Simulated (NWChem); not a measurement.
System: boron oxyfluoride (BOF); SMILES O=BF

NWChem printed, in part:

```
             Northwest Computational Chemistry Package (NWChem) 7.3.0
             --------------------------------------------------------

 ORDER OF PRIMARY AXIS IS BEING SET TO 4
 C4V symmetry detected

                             Geometry "geometry" -> ""
                             -------------------------

 Output coordinates in angstroms (scale by  1.889725989 to convert to a.u.)

  No.       Tag          Charge          X              Y              Z
 ---- ---------------- ---------- -------------- -------------- --------------
    1 F                    9.0000     0.00000000     0.00000000    -1.20803305
    2 B                    5.0000     0.00000000     0.00000000     0.08620995
    3 O                    8.0000     0.00000000     0.00000000     1.30515595

 Effective nuclear repulsion energy (a.u.)      50.9245549350

      Symmetry information
      --------------------

 Group name             C4v
 Group number             18
 Group order               8
 No. of unique centers     3

                                 NWChem DFT Module
                                 -----------------

 Summary of "ao basis" -> "ao basis" (spherical)
 ------------------------------------------------------------------------------
       Tag                 Description            Shells   Functions and Types
 ---------------- ------------------------------  ------  ---------------------
 F                         def2-tzvpp               11       31   5s3p2d1f
 B                         def2-tzvpp               11       31   5s3p2d1f
 O                         def2-tzvpp               11       31   5s3p2d1f

      Symmetry analysis of basis
      --------------------------

        a1         33
        a2          0
        b1          9
        b2          9
        e          42

            General Information
            -------------------
          SCF calculation type: DFT
          Wavefunction type:  closed shell.
          No. of atoms     :     3
          No. of electrons :    22
           Alpha electrons :    11
            Beta electrons :    11
          Charge           :     0
          Spin multiplicity:     1
          Use of symmetry is: on ; symmetry adaption is: on
          Maximum number of iterations: 150
          AO basis - number of functions:    93
                     number of shells:    33
          Convergence on energy requested:  1.00D-06
          Convergence on density requested:  1.00D-05
          Convergence on gradient requested:  5.00D-04

              XC Information
              --------------
                         PBE0 Method XC Functional
                     Hartree-Fock (Exact) Exchange  0.250
          PerdewBurkeErnzerhof Exchange Functional  0.750
            Perdew 1991 LDA Correlation Functional  1.000 local
           PerdewBurkeErnz. Correlation Functional  1.000 non-local

             Grid Information
             ----------------
          Grid used for XC integration:  medium
          Radial quadrature: Mura-Knowles
          Angular quadrature: Lebedev.
          Tag              B.-S. Rad. Rad. Pts. Rad. Cut. Ang. Pts.
          ---              ---------- --------- --------- ---------
          F                   0.50       49           8.0       434
          B                   0.85       49           6.0       434
          O                   0.60       49           7.0       434
          Grid pruning is: on
          Number of quadrature shells:   147
          Spatial weights used:  Erf1

      Superposition of Atomic Density Guess
      -------------------------------------

 Sum of atomic energies:        -198.73709846

      Non-variational initial energy
      ------------------------------

 Total energy =    -199.339136
 1-e energy   =    -375.078315
 2-e energy   =     124.814624
 HOMO         =      -0.532024
 LUMO         =      -0.010495

      Symmetry analysis of molecular orbitals - initial
      -------------------------------------------------

 !! scf_movecs_sym_adapt:   18 vectors were symmetry contaminated

  Symmetry fudging

 !! scf_movecs_sym_adapt:   16 vectors were symmetry contaminated

  Numbering of irreducible representations:

     1 a1          2 a2          3 b1          4 b2          5 e

  Orbital symmetries:

     1 a1          2 a1          3 a1          4 a1          5 a1
     6 a1          7 e           8 e           9 a1         10 e
    11 e          12 a1         13 e          14 e          15 a1
    16 e          17 e          18 a1         19 a1         20 b1
    21 b2

     ---------------------------------------------
      Total Density - Mulliken Population Analysis
     ---------------------------------------------

    Atom       Charge   Shell Charges
 -----------   ------   -------------------------------------------------------
    1 F    9     9.35   0.77  1.20  0.61  0.98  0.35  2.31  2.28  0.86  0.00  0.01  0.00
    2 B    5     3.79   0.92  1.07  0.49  0.11  0.03  0.62  0.34  0.05  0.09  0.05  0.04
    3 O    8     8.86   0.79  1.18  0.62  0.92  0.30  2.06  2.11  0.86  0.00  0.01  0.00

   convergence    iter        energy       DeltaE   RMS-Dens  Diis-err
 ---------------- ----- ----------------- --------- --------- ---------
 d= 0,ls=0.0,diis     1   -199.7487219836 -2.51D+02  1.20D-02  1.14D+00
 d= 0,ls=0.0,diis     2   -199.3641000687  3.85D-01  8.15D-03  5.26D+00
 d= 0,ls=0.0,diis     3   -199.8723413519 -5.08D-01  1.46D-03  7.59D-02
 d= 0,ls=0.0,diis     4   -199.8762300793 -3.89D-03  5.20D-04  3.64D-02
 d= 0,ls=0.0,diis     5   -199.8787856001 -2.56D-03  1.29D-04  5.37D-04
  Resetting Diis
 d= 0,ls=0.0,diis     6   -199.8788255148 -3.99D-05  1.98D-05  1.54D-05
 d= 0,ls=0.0,diis     7   -199.8788271518 -1.64D-06  3.58D-06  1.72D-07
 d= 0,ls=0.0,diis     8   -199.8788271390  1.28D-08  1.87D-06  4.04D-07

[...]
```

Level: PBE0/def2-TZVPP. Geometry: optimised at PBE-D3(BJ)/def2-SVP.

**Question.** Write an input that gives this output.

**Answer.** This is not unique; one that fits is the input that was run:
```
start job
memory heap 200 mb stack 700 mb global 900 mb
geometry units angstroms noautoz
  F      0.000000     0.000000    -1.208022
  B      0.000000     0.000000     0.086221
  O      0.000000     0.000000     1.305167
end
basis spherical
  F library def2-tzvpp
  B library def2-tzvpp
  O library def2-tzvpp
end
dft
  xc pbe0
  iterations 150
  mulliken
end
task dft energy
```
